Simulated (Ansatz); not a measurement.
Basis-set series for `OB1C=N[SiH2]1`. Charge 0, multiplicity 1. The structure was optimised at the PBE0-D4/def2-TZVP level. It is one conformer, not always the lowest.

```
functional       basis  functions  energy (Eh)  HOMO (eV)  LUMO (eV)
   PBE0-D4  def2-TZVPP        222   -484.57725      -7.07      -1.95
   PBE0-D4  def2-QZVPP        418   -484.59789      -7.10      -1.99
   ωB97M-V  def2-TZVPP        222   -484.83454      -9.40       0.25
   ωB97M-V  def2-QZVPP        418   -484.85380      -9.42       0.18
```

Give the rows for def2-SVP. (Best estimate.)

Ansatz gave: 
```json
{"functional": "PBE0-D4", "basis": "def2-SVP", "functions": "94", "energy (Eh)": "-484.25026", "HOMO (eV)": "-6.92", "LUMO (eV)": "-1.80"}
{"functional": "ωB97M-V", "basis": "def2-SVP", "functions": "94", "energy (Eh)": "-484.50064", "HOMO (eV)": "-9.22", "LUMO (eV)": "0.48"}
```

Positive LUMOs are unbound and depend on the basis.
